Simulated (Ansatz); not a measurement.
Species: sum formula H3BPO, net charge -1, singlet state. It need not be the lowest isomer of its formula. Whether it binds its extra electron was not tested at this geometry. 
Geometry from a B3LYP-D3(BJ)/def2-TZVP (Ansatz, a program for electronic structure) optimisation:
```
B
O 1 1.4154
H 2 0.9638 1 108.84
H 1 1.2106 2 111.50 3 180.00
P 1 1.8457 4 125.88 2 180.00
H 5 1.4285 1 96.76 4 0.00
```
Charge -1, spin multiplicity 1.

Basis-set convergence of Hartree-Fock and MP2 correlation energies (hartree) with Ansatz. Valence correlation only, unless marked. Spin-orbit coupling is left out. No relativistic terms. This anion needs diffuse functions, which these sets lack.

| basis | functions | E(HF) | E(corr, MP2) |
|---|---|---|---|
| cc-pV(D+d)Z | 66 | -442.07976 | -0.40440 |
| cc-pV(T+d)Z | 141 | ? | ? |

**Question.** What belongs in the gaps?

**Answer.** 
- cc-pV(T+d)Z, E(HF): -442.13144
- cc-pV(T+d)Z, E(corr, MP2): -0.51367
